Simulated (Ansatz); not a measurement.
Isolated molecules relaxed with PBE0-D4/def2-TZVP in Ansatz; ΔE leaves out vibrations. CCSD(T)/CBS adds triple-zeta CCSD(T) − MP2 to the extrapolated MP2 energy (def2 sets, frozen cores). This one scheme is used for every species. DFT in def2-TZVPP. Elements past krypton have def2 core potentials. For Sn outer-core shells are correlated without core-valence functions, which leaves a few kJ/mol of doubt a bond. One conformer a species, not always the lowest.

Consider the silylene formation by 1,1-elimination: `S[SiH2][SnH3]` → `[SiH]S` + `[SnH4]`.

**Question.** Is it downhill or uphill in electronic energy at CCSD(T)/CBS, and by how much? (Estimate.)

**Answer.** Ansatz gave: Uphill: ΔE = +2.00 eV.

**Question.** What do these levels give: PBE-D4, BLYP-D4, r2SCAN-D4, r2SCAN0-D4, ωB97X-V, r2SCAN, CAM-B3LYP, LC-ωPBE, RPA@PBE/def2-TZVPP, CCSD/def2-SVP, HF/def2-QZVPP, CCSD/CBS(def2)? (An estimate is asked.)

**Answer.** Computed: PBE-D4 1.94, BLYP-D4 1.73, r2SCAN-D4 2.06, r2SCAN0-D4 2.12, ωB97X-V 2.04, r2SCAN 2.03, CAM-B3LYP 1.83, LC-ωPBE 2.11, RPA@PBE/def2-TZVPP 1.69, CCSD/def2-SVP 1.74, HF/def2-QZVPP 1.78, CCSD/CBS(def2) 1.98 eV.

**Question.** What do rigid-rotor, harmonic-oscillator terms from PBE0-D4/def2-TZVP frequencies (298.15 K, 1 bar) make of the CCSD(T)/CBS value? (Estimate.)

**Answer.** The calculation gave: ΔZPE = -0.10 eV, ΔH = +1.90 eV, ΔS = 123 J/(mol·K), ΔG = +1.52 eV.

Largest T1 diagnostic among the species: 0.016.

From r2SCAN to r2SCAN0 (25 % exact exchange), in def2-TZVPP and without D4, ΔE moves by +0.06 eV. In def2-TZVPP, CCSD(T) changes the Hartree–Fock value by +0.09 eV (the triples alone add +0.01 eV) and MP2 by +0.28 eV.
